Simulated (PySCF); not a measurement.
How methods differ on the excitation energy of Sb⁺

Sb⁺ [Kr] 4d10 5s2 5p2 (3P) → Sb⁺ [Kr] 4d10 5s1 5p3 (5S), as a difference of total energies. Calculation: PySCF 2.14, in aug-cc-pwCVTZ-DK3 with one added diffuse shell each of s, p, d, f type (11s10p8d5f1g, 125 functions); scalar relativity by spin-free X2C-1e. The calculations carry no spin-orbit coupling.

```
 method  excitation energy (eV)  error (eV)
    UHF                   4.131      -1.766
 revPBE                   6.328      +0.431
wB97M-V                   6.101      +0.204
  B97-3                   6.530      +0.633
```

Reference: 5.897 eV (measured; NIST levels, between the centres of gravity of the two terms).
